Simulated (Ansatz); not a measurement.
## Computed against measured: atomisation enthalpy at 298 K

10 molecules holding Si, Ge, B, Al, Ga, P or As; the atomisation enthalpy at 298 K in kJ/mol, computed less measured. Shapes, held fixed at every level: PBE0-D4/def2-TZVP. Flexible molecules stand in one conformer, not always the lowest. Thermal terms are harmonic and unscaled (PBE0-D4/def2-TZVP); the spin-orbit lowering of the free atoms is taken from their spectra. Programs: Ansatz 0.2.0. Measured values: CRC Handbook of Chemistry and Physics, NIST-JANAF tables.

Levels: A = SPW92/def2-TZVPP; B = PBE-D4/def2-TZVPP; C = wB97M-V/def2-TZVPP; D = BCCD(T)/STO-3G.

```
                        molecule  from tabulated heats     A    B    C     D
AlClF2 (SMILES [F][Al]([F])[Cl])                  1609  +197   -1  -11  -240
      AsF3 (arsenic trifluoride)                  1326  +353  +91  +21  -620
    BCl2F (dichlorofluoroborane)                  1537  +273  +60  +15  -119
        BCl3 (boron trichloride)                  1337  +245  +64  +22   -71
    BClF2 (chlorodifluoroborane)                  1736  +303  +60  +12  -197
         BF3 (boron trifluoride)                  1944  +325  +51   -1  -315
        B(OH)O (oxoborinic acid)                  1847  +310  +54   -7  -277
                  GeH4 (germane)                  1153  +142  -14  +11  +420
          SiH3I (SMILES [SiH3]I)                  1213  +131  -16   -1  +254
          PH2(PH2) (diphosphine)                  1484  +220  +10  +29  +139
```

Task: Which level does best on this set, which worst, and which err to one side?

Result: 
| level | kind | mean error | mean absolute error | worst case |
| --- | --- | --- | --- | --- |
| SPW92/def2-TZVPP | LDA | +249.9 | 249.9 | AsF3 |
| PBE-D4/def2-TZVPP | GGA | +35.9 | 42.1 | AsF3 |
| wB97M-V/def2-TZVPP | range-separated hybrid | +9.0 | 13.0 | PH2(PH2) |
| BCCD(T)/STO-3G | coupled cluster or CI | -102.6 | 265.2 | AsF3 |

On this set wB97M-V/def2-TZVPP has the smallest mean absolute error and BCCD(T)/STO-3G the largest. Without AsF3 the largest would be that of SPW92/def2-TZVPP. SPW92/def2-TZVPP is too high in 10 of 10; PBE-D4/def2-TZVPP is too high in 7 of 10; wB97M-V/def2-TZVPP is too high in 6 of 10. The heats of AlClF2 (SMILES [F][Al]([F])[Cl]), PH2(PH2) (diphosphine) come from older tables and can be uncertain by 10 kJ/mol or more. The molecules' own spin-orbit lowering is left out, so errors for iodides read a little too negative. Heats of the atoms come from ATcT where it has them, that of boron, 570 kJ/mol, from recent work. The levels differ in basis as well as in method. The tabulated values of AsF3, BCl2F, BClF2, B(OH)O, SiH3I are in doubt (older tables, estimates, or at odds with other calculations) and kept here. Over the 5 molecules whose values aren't doubted the mean absolute errors are A 225.8; B 28.0; C 14.8; D 237.0. The largest two are near a tie. Correlated wave functions converge slowly with the basis. For atoms past krypton def2 sets carry core potentials with scalar relativity. All-electron rows are non-relativistic unless named. Relativity is left out for As, Ge. Outer-core shells of As, Ge, I are correlated, in sets that cover them unevenly. The set is small.
